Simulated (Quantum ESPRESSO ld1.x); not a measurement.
Values are calculated unless marked as measured or tabulated.
Problem. The mean radii <r> (bohr) of the occupied orbitals of an atom or ion are listed with their occupations. Level of theory: Dirac Kohn-Sham, PBE, spin-unpolarised, spherical densities, point nucleus (ld1.x of Quantum ESPRESSO 7.5).

| orbital | occ. | <r> |
|---|---|---|
| 1s1/2 | 2 | 0.02313 |
| 2s1/2 | 2 | 0.09553 |
| 2p1/2 | 1.33333 | 0.07959 |
| 2p3/2 | 2.66667 | 0.08564 |

Name the element and its charge. Open shells, if any, are shared by 2j + 1.

Solution. Z = 61, promethium, charge +53: Pm53+ in [He] 2s2 2p4. The 1s radius gives Z: for a bare nucleus <r> = (2 gamma + 1)/(2Z) with gamma = sqrt(1 - (Z/c)^2), 0.02288 bohr for Z = 61, and screening makes it slightly larger (0.02313 here). The occupations add up to 8, and the charge is Z minus that.
